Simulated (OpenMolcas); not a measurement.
# Yb V: effect of correlating more closed shells

| Quantity | Value |
| --- | --- |
| Program | OpenMolcas 26.06 |
| Basis | ANO-RCC-VTZP [8s7p5d3f2g1h] |
| Scalar Hamiltonian | DKH2, point nucleus |
| Active space | 12 electrons in 7 orbitals (4f) |
| State averaging | 2S+1 = 3 even, 21 roots; 2S+1 = 1 even, 28 roots (27 in the spin-orbit step) |
| Spin-orbit coupling | RASSI with atomic mean-field integrals over the reference wave functions, term energies averaged over their components |

Methods on the same reference wave functions:
A. CASSCF
B. SS-CASPT2, IPEA 0.25 Eh, imaginary shift 0.1 Eh (closed shells correlated: none)
C. SS-CASPT2, IPEA 0.25 Eh, imaginary shift 0.1 Eh (closed shells correlated: 5s 5p)
D. SS-CASPT2, IPEA 0.25 Eh, imaginary shift 0.1 Eh (closed shells correlated: 4d 5s 5p)

Energies in cm-1 above 4f12 3H6, the measured ground level; measured values from the list in Tchang-Brillet, Wyart, Meftah and Ait Mammar, Atoms 6, 52 (2018).

```csv
Level,A,B,C,D,Measured
4f12 3H6,0.0,0.0,0.0,0.0,0.0
4f12 3F4 [55 %],7311,6820,6470,6110,
4f12 3H5,9630,9640,9650,9660,9580
4f12 3H4 [57 %],15132,14870,14700,14540,14405
4f12 3F3,18241,17500,16900,16450,16372
4f12 3F2,19563,18650,17870,17290,16877
4f12 1G4 [55 %],24937,24720,24690,24480,24193
4f12 1I6,45231,43980,42640,41840,39038
4f12 3P1,49817,47360,45280,43960,
4f12 3P2 [63 %],50891,48710,46850,45650,43120
4f12 3P0,51368,48910,46840,45510,
```

Deviations, from unrounded energies. A percentage is the sum of absolute deviations over the sum of measured energies, with the sign that they share, or ± where signs differ.

```
                        Against measurement  Levels      A      B     C     D
             mean absolute deviation (cm-1)       7   2900   2100  1400   900
      fine structure of the ground term (%)       2   +3.2   +2.2  +1.5  +0.9
other terms of the ground configuration (%)       5  +13.8  +10.0  +6.7  +4.4
```

D lies closest to measurement on these levels and A furthest from it. The largest miss of D in the table is 4f12 1I6, by +2800 cm-1. The ranking rests on the paired levels alone, and a cruder setting can come out closer through cancelling errors.

Among B to D the level of the table that moves most is 4f12 3P1, by 3400 cm-1 (lowest in D, highest in B). Moves below CASPT2's spread within the term are not significant.

The mean deviations of B to D differ by less than CASPT2's widest spread within a term (1500 cm-1), so their order carries little weight.

From A to B the spin-free energies of the other terms of 4f12 shown, above 3H, scale by factors of 0.91 to 0.97.

The lowest spin-free term lies below A's lowest term by 0.397 hartree in B, 0.834 hartree in C, 1.232 hartree in D.

What an inner shell adds also hangs on whether the basis holds functions to correlate it.

CASPT2 does not keep the components of a term degenerate, so their means are used; among the terms shown or strongly mixed into the levels shown the widest spread is 1500 cm-1 (4f12 1I, D). Some high roots are left out of the spin-orbit mixing, which shifts the levels that they would mix with. Without dynamic correlation excited terms often stand tens of per cent too high (terms of higher spin than the ground term too low), and those without a measured partner can miss by more than the paired ones (holds for A). The CASPT2 spread within a term exceeds the gap to the next term for 4f12 1I and 4f12 3P, so the order of their levels is uncertain (holds for D). Computed and measured levels are paired by configuration, term and J; levels that our copy of the source lacks, or whose pairing is in doubt (as where it misses far off the trend of its configuration), stay unpaired and out of the deviations. Levels of configurations outside the active space are missing. The table leaves out levels that lie high or whose names do not pair safely across all columns.

A share in square brackets marks a mixed level and gives the weight of the term that names it, the lowest over the columns.
